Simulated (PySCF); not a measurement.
## Sn²⁺: ionisation energy

Sn²⁺ [Kr] 4d10 5s2 (1S) → Sn³⁺ [Kr] 4d10 5s1 (2S), as a difference of total energies. Computed with PySCF 2.14 in aug-cc-pVQZ-DK3 (9s8p6d3f2g, 102 functions), with scalar relativity by spin-free X2C-1e. Correlated levels: valence: [Kr] 4d10 frozen. The calculations carry no spin-orbit coupling.

```tsv
method	ionisation energy (eV)	error (eV)
UHF	28.522	-1.984
MP2 (valence)	29.223	-1.283
SCS-MP2 (valence)	29.364	-1.142
CCSD (valence)	29.462	-1.044
```

Reference: 30.506 eV (measured; NIST Atomic Spectra Database, ionization energies).

Errors of the correlated levels include the incompleteness of this basis and the frozen core.

With two correlated electrons CCSD is exact in that space.
